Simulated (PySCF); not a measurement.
Isomers of C6H17NSi. The calculation used PySCF 2.14.0, PBE0-D3(BJ)/def2-SVP geometry optimisation, gas phase. Energies are electronic, without zero-point or thermal terms, for one conformer each. No frequencies were run at this level. Point groups hold within 0.08 Å.

Task: Order them by energy at this level, lowest first, and give relative energies in kcal/mol.
A. `[CH3:1][CH:2]([CH3:3])[N:4]([SiH3:5])[CH:6]([CH3:7])[CH3:8]` with C1–C2–N4–Si5 76°, C2–N4–C6–C7 -65°
B. `[CH3:1][N:2]([SiH3:3])[CH2:4][C:5]([CH3:6])([CH3:7])[CH3:8]` with C1–N2–C4–C5 92°
C. SiHMe2(NHtBu), `[H][Si](C)(C)NC(C)(C)C`
D. SiHMe2(NEt2) (`[H][Si](C)(C)N(CC)CC`)

Result: C (0.0), D (8.3), A (24.9), B (26.7).

Neighbours under 2.5 kcal/mol apart (CC(C)N([SiH3])C(C)C and CN([SiH3])CC(C)(C)C) can change places with a better method, another conformer or zero-point energy.

```json
{"SMILES": "[H][Si](C)(C)NC(C)(C)C", "E (Eh)": "-582.40466", "E rel (kcal/mol)": "0.0", "dipole (D)": "0.69", "point group": "C1", "A, B, C (MHz)": "2537, 995.6, 882.0"}
{"SMILES": "[H][Si](C)(C)N(CC)CC", "E (Eh)": "-582.39140", "E rel (kcal/mol)": "8.3", "dipole (D)": "0.59", "point group": "C1", "A, B, C (MHz)": "1722, 1398, 879.2"}
{"SMILES": "CC(C)N([SiH3])C(C)C", "E (Eh)": "-582.36491", "E rel (kcal/mol)": "24.9", "dipole (D)": "1.24", "point group": "C1", "A, B, C (MHz)": "1719, 1344, 1119"}
{"SMILES": "CN([SiH3])CC(C)(C)C", "E (Eh)": "-582.36212", "E rel (kcal/mol)": "26.7", "dipole (D)": "1.00", "point group": "C1", "A, B, C (MHz)": "2487, 1076, 927.9"}
```

Task: How do the relative energies change in single points at PBE0/pcSseg-1 (no added dispersion term) on the same geometries?

Result: 
```
                SMILES  PBE0-D3(BJ)/def2-SVP (kcal/mol)  PBE0/pcSseg-1 (kcal/mol)  shift
[H][Si](C)(C)NC(C)(C)C                              0.0                       0.0    0.0
  [H][Si](C)(C)N(CC)CC                              8.3                       8.9   +0.6
   CC(C)N([SiH3])C(C)C                             24.9                      27.4   +2.5
   CN([SiH3])CC(C)(C)C                             26.7                      28.9   +2.2
```

Each column counts from its own lowest isomer. The order is unchanged; the largest shift is 2.5 kcal/mol.
